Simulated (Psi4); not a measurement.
H6Cl2GeSi2 (SMILES [SiH3][Ge]([SiH3])([Cl])[Cl]), singlet, at a GFN2-xTB geometry, atoms displaced at random by about 0.03 Å a coordinate; R2SCAN/STO-3G, gradient in Psi4.

Input for Psi4:
```
memory 2 GB

molecule {
0 1
  Si    1.95283126    1.50742783    0.02379250
  Ge   -0.01001418    0.09453779    0.09658851
  Si   -2.24958664    0.58202801    0.82913219
  Cl    0.60283755   -1.74419038    1.10412255
  Cl   -0.32007822   -0.64063008   -1.97145389
  H     1.71535749    2.64557105   -0.84920279
  H     3.08394209    0.75842232   -0.61078840
  H     2.27296605    1.84507011    1.31649965
  H    -3.09042468   -0.56955681    0.76587023
  H    -2.76561036    1.68838886    0.01056994
  H    -2.22922213    1.04832467    2.27860984
symmetry c1
no_reorient
no_com
}

set basis sto-3g

gradient('r2scan')
print_variables()
```

Output, abridged:

```
gradient() will perform analytic gradient computation.

   => Loading Basis Set <=

    Name: STO-3G
    Role: ORBITAL
    Keyword: BASIS

         ---------------------------------------------------------
                                   SCF
               by Justin Turney, Rob Parrish, Andy Simmonett
                          and Daniel G. A. Smith
                              RKS Reference
         ---------------------------------------------------------

  ==> Geometry <==

    Molecular point group: c1
    Full point group: C1

    Geometry (in Angstrom), charge = 0, multiplicity = 1:

       Center              X                  Y                   Z               Mass
    ------------   -----------------  -----------------  -----------------  -----------------
         SI           1.952831260000     1.507427830000     0.023792500000    27.976926534650
         GE          -0.010014180000     0.094537790000     0.096588510000    73.921177761000
         SI          -2.249586640000     0.582028010000     0.829132190000    27.976926534650
         CL           0.602837550000    -1.744190380000     1.104122550000    34.968852682000
         CL          -0.320078220000    -0.640630080000    -1.971453890000    34.968852682000
         H            1.715357490000     2.645571050000    -0.849202790000     1.007825032230
         H            3.083942090000     0.758422320000    -0.610788400000     1.007825032230
         H            2.272966050000     1.845070110000     1.316499650000     1.007825032230
         H           -3.090424680000    -0.569556810000     0.765870230000     1.007825032230
         H           -2.765610360000     1.688388860000     0.010569940000     1.007825032230
         H           -2.229222130000     1.048324670000     2.278609840000     1.007825032230

  Running in c1 symmetry.

  Rotational constants: A =      0.04110  B =      0.03284  C =      0.03243 [cm^-1]
  Rotational constants: A =   1232.27290  B =    984.45024  C =    972.25851 [MHz]
  Nuclear repulsion =  762.836211720844062

  Charge       = 0
  Multiplicity = 1
  Electrons    = 100
  Nalpha       = 50
  Nbeta        = 50

  ==> Algorithm <==

  SCF Algorithm Type is DF.
  DIIS enabled.
  MOM disabled.
  Fractional occupation disabled.
  Guess Type is SAD.
  Energy threshold   = 1.00e-08
  Density threshold  = 1.00e-08
  Integral threshold = 1.00e-12

  ==> Primary Basis <==

  Basis Set: STO-3G
    Blend: STO-3G
    Number of shells: 34
    Number of basis functions: 60
    Number of Cartesian functions: 61
    Spherical Harmonics?: true
    Max angular momentum: 2

  ==> DFT Potential <==

   => LibXC <=

    Version 7.1.2
    S. Lehtola, C. Steigemann, M. J. T. Oliveira, and M. A. L. Marques,  SoftwareX 7, 1–5 (2018) (10.1016/j.softx.2017.11.002)

   => Composite Functional: R2SCAN <=

    r2SCAN Meta-GGA XC Functional  (0.1021/acs.jpclett.0c02405)
    J. W. Furness, A. D. Kaplan, J. Ning, J. P. Perdew, J. Sun  J. Phys. Chem. Lett.  11, 8208–8215, 2020

    Deriv               =              1
    GGA                 =           TRUE
    Meta                =           TRUE

    Exchange Hybrid     =          FALSE
    MP2 Hybrid          =          FALSE

   => Exchange Functionals <=

    1.0000   XC_MGGA_X_R2SCAN

   => Correlation Functionals <=

    1.0000   XC_MGGA_C_R2SCAN

   => LibXC Density Thresholds  <==

    XC_MGGA_C_R2SCAN:  1.00E-15
    XC_MGGA_X_R2SCAN:  1.00E-11

   => Molecular Quadrature <=

    Radial Scheme          =       TREUTLER
    Pruning Scheme         =           NONE
    Nuclear Scheme         =       TREUTLER

    Blocking Scheme        =         OCTREE
    BS radius alpha        =              1
    Pruning alpha          =              1
    Radial Points          =             75
    Spherical Points       =            302
    Total Points           =         229947
    Total Blocks           =           1768
    Max Points             =            256
[...]
  @DF-RKS Final Energy: -3539.45471014250688
    Total Energy =                      -3539.4547101425068831
[...]
         H            1.715357490000     2.645571050000    -0.849202790000     1.007825032230
         H            3.083942090000     0.758422320000    -0.610788400000     1.007825032230
         H            2.272966050000     1.845070110000     1.316499650000     1.007825032230
         H           -3.090424680000    -0.569556810000     0.765870230000     1.007825032230
         H           -2.765610360000     1.688388860000     0.010569940000     1.007825032230
         H           -2.229222130000     1.048324670000     2.278609840000     1.007825032230

  Nuclear repulsion =  762.836211720844062

  ==> Basis Set <==

  Basis Set: STO-3G
    Blend: STO-3G
    Number of shells: 34
    Number of basis functions: 60
    Number of Cartesian functions: 61
    Spherical Harmonics?: true
    Max angular momentum: 2

  ==> DFJKGrad: Density-Fitted SCF Gradients <==

    Gradient:                    1
    J tasked:                  Yes
    K tasked:                   No
    wK tasked:                  No
    Integrals threads:           1
    Schwarz Cutoff:          1E-12
    Fitting Condition:       1E-10

   => Auxiliary Basis Set <=

  Basis Set: (STO-3G AUX)
    Blend: DEF2-UNIVERSAL-JKFIT
    Number of shells: 248
    Number of basis functions: 886
    Number of Cartesian functions: 1111
    Spherical Harmonics?: true
    Max angular momentum: 5

  ==> DFT Potential <==

   => LibXC <=

    Version 7.1.2
    S. Lehtola, C. Steigemann, M. J. T. Oliveira, and M. A. L. Marques,  SoftwareX 7, 1–5 (2018) (10.1016/j.softx.2017.11.002)

   => Composite Functional: R2SCAN <=

    r2SCAN Meta-GGA XC Functional  (0.1021/acs.jpclett.0c02405)
    J. W. Furness, A. D. Kaplan, J. Ning, J. P. Perdew, J. Sun  J. Phys. Chem. Lett.  11, 8208–8215, 2020

    Deriv               =              1
    GGA                 =           TRUE
    Meta                =           TRUE

    Exchange Hybrid     =          FALSE
    MP2 Hybrid          =          FALSE

   => Exchange Functionals <=

    1.0000   XC_MGGA_X_R2SCAN

   => Correlation Functionals <=

    1.0000   XC_MGGA_C_R2SCAN

   => LibXC Density Thresholds  <==

    XC_MGGA_C_R2SCAN:  1.00E-15
    XC_MGGA_X_R2SCAN:  1.00E-11

   => Molecular Quadrature <=

    Radial Scheme          =       TREUTLER
    Pruning Scheme         =           NONE
    Nuclear Scheme         =       TREUTLER

    Blocking Scheme        =         OCTREE
    BS radius alpha        =              1
    Pruning alpha          =              1
    Radial Points          =             75
    Spherical Points       =            302
    Total Points           =         229947
    Total Blocks           =           1768
    Max Points             =            256
    Max Functions          =             48
    Weights Tolerance      =       1.00E-15

  -Total Gradient:
     Atom            X                  Y                   Z
    ------   -----------------  -----------------  -----------------
       1        0.013207518811     0.038589671414     0.055762767420
       2        0.001600681700     0.005082935735     0.009783874730
       3       -0.026177252819    -0.025951463010    -0.024046973618
       4        0.002109346994    -0.008379509093     0.001599543259
       5       -0.002303990779    -0.006682556490    -0.012315197073
       6        0.002599166097    -0.000102984499    -0.007433725508
       7        0.018529068813    -0.008412351643    -0.012783755337
       8       -0.009968406713    -0.014368192261    -0.038295471052
       9        0.004410078019     0.008466063616     0.004426568122
      10       -0.002664391091     0.010136072639    -0.004925942716
      11       -0.001477476100     0.009610070966     0.031367032224

  Variable Map:
  ----------------------------------------------------------------------------
[...]
  Array Variable Map:
  ----------------------------------------------------------------------------
[...]
[...]
```
